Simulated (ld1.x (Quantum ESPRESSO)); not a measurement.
**An all-electron radial function and its pseudo partner (F)**

Columns: radius, all-electron u(r) and pseudo u(r) of the 2p shell (level -49.00 eV) of fluorine in the configuration [He] 2s2 2p3; PBE, scalar-relativistic, ultrasoft scheme, ld1.x (Quantum ESPRESSO) 7.5.

| r (bohr) | all-electron | pseudo |
| --- | --- | --- |
| 0.045 | 0.0418 | 0.0136 |
| 0.090 | 0.1379 | 0.0536 |
| 0.135 | 0.2579 | 0.1174 |
| 0.180 | 0.3839 | 0.2011 |
| 0.225 | 0.5052 | 0.2997 |
| 0.270 | 0.6157 | 0.4073 |
| 0.315 | 0.7126 | 0.5179 |
| 0.360 | 0.7949 | 0.6257 |
| 0.405 | 0.8627 | 0.7255 |
| 0.450 | 0.9168 | 0.8131 |
| 0.495 | 0.9577 | 0.8854 |
| 0.540 | 0.9865 | 0.9410 |
| 0.585 | 1.0045 | 0.9795 |
| 0.630 | 1.0129 | 1.0019 |
| 0.675 | 1.0130 | 1.0102 |
| 0.720 | 1.0060 | 1.0068 |
| 0.765 | 0.9931 | 0.9945 |
| 0.810 | 0.9752 | 0.9760 |
| 0.855 | 0.9533 | 0.9534 |
| 0.900 | 0.9281 | 0.9281 |
| 0.945 | 0.9004 | 0.9004 |
| 0.990 | 0.8708 | 0.8708 |
| 1.035 | 0.8397 | 0.8397 |
| 1.080 | 0.8078 | 0.8078 |
| 1.125 | 0.7753 | 0.7753 |
| 1.170 | 0.7426 | 0.7426 |

Question: How many radial nodes do the two functions have?

Answer: The all-electron 2p function has n − l − 1 = 0; the pseudo-wave has 0.

Question: At about which radius was the pseudo-wave matched?

Answer: 0.90 bohr, where the columns begin to agree (steps of 0.04 bohr).

Question: Is the pseudo-wave norm-conserving?

Answer: No, it belongs to an ultrasoft set: the norm inside the radius is not constrained, and the difference is carried by the augmentation charge.
